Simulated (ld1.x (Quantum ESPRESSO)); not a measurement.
## How hard is this boron ultrasoft potential?

B (Z = 5), ultrasoft, made with ld1.x (Quantum ESPRESSO) 7.5 (LDA (PZ), scalar-relativistic). Core [He], reference 2s2 2p1. Waves: 2s (bound): rcut 1.20, rcutus 1.70 bohr; 2s channel at 0.1 Ry: rcut 1.20, rcutus 1.70 bohr; 2p (bound): rcut 3.15, rcutus 4.15 bohr; 2p channel at 2.95 Ry: rcut 3.15, rcutus 4.15 bohr. Local part: all-electron potential smoothed inside 2.35 bohr (lloc = -2). Core correction: Bessel-smoothed model core, default radius (core density twice the valence density). Augmentation charge: PSQ, inside the norm-conserving radii.

The pseudo-atom Hamiltonian at the reference potential is diagonalised in spherical Bessel functions j_l(qr) that vanish at 20 bohr, with q² up to the cutoff. All-electron valence levels (Ry): 2s -0.6901, 2p -0.2734.

Question: How do the lowest levels (Ry) of each channel move with the cutoff, and are there ghosts?

Answer:

```
cutoff (Ry)     s #1     s #2     p #1    p #2    d #1    d #2    f #1    f #2  Σ f·Δε (mRy)
          8  -0.6898  -0.0084  -0.2734  0.0352  0.0682  0.1633  0.1141  0.2471           0.6
         10  -0.6900  -0.0084  -0.2734  0.0352  0.0682  0.1633  0.1141  0.2471           0.4
         12  -0.6900  -0.0084  -0.2734  0.0352  0.0682  0.1633  0.1141  0.2471           0.3
        400  -0.6902  -0.0084  -0.2734  0.0352  0.0682  0.1633  0.1141  0.2471           0.0
```

Result: no extra level below or beside the all-electron valence levels (s, p, d, f tested); 10 mRy is reached at 6 Ry and 1 mRy at 8 Ry.
